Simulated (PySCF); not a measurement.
How methods differ on the ionisation energy of Cd³⁹⁺

Cd³⁹⁺ [He] 2s2 2p5 (2P) → Cd⁴⁰⁺ [He] 2s2 2p4 (3P), as a difference of total energies. All numbers are calculated (PySCF 2.14, the spin-free X2C one-electron Hamiltonian (Gaussian nucleus), in an uncontracted even-tempered set (19 s from 16 bohr⁻², ratio 2.2; 12 p from 20 bohr⁻², ratio 2.2; 6 d from 87 bohr⁻², ratio 2.4; 5 f from 130 bohr⁻², ratio 2.4; 4 g from 190 bohr⁻², ratio 2.4)). Correlated levels: nothing frozen; virtual orbitals above 40 to 60 times the deepest correlated orbital energy dropped. The calculations carry no spin-orbit coupling.

```tsv
method	ionisation energy (eV)
UHF	6096.1
LDA	6093.7
PBE	6096.0
PBE0	6096.5
r2SCAN	6099.3
M06-L	6098.9
M06-2X	6097.1
MP2 (all electrons)	6097.8
SCS-MP2 (all electrons)	6097.8
```

Spin-orbit coupling is strong in these open shells (close to jj coupling). The scalar numbers leave it out and a first-order estimate fails, so it can dominate the gap to the real levels.

For this ion Breit and QED terms and the two-electron picture change, all absent here, outweigh the differences among the correlated methods.

For comparison: 6039 ± 9 eV (semi-empirical (NIST evaluation); NIST Atomic Spectra Database, ionization energies).
